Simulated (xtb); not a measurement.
xtb input:

```bash
xtb mol.xyz --gfn 2 --sp --chrg 1 --uhf 0
```
mol.xyz:
```
4

O     -1.44519553     0.09522087    -0.08145760
Si     0.08755461     0.00914778    -0.00119263
O      1.56144574    -0.19888809     0.12744914
H     -2.15576622     0.70126888    -0.35123545
```

Q: What final total energy does it print?

A: -9.97506 Eh (GFN2-xTB).

It need not be the lowest isomer of its formula.
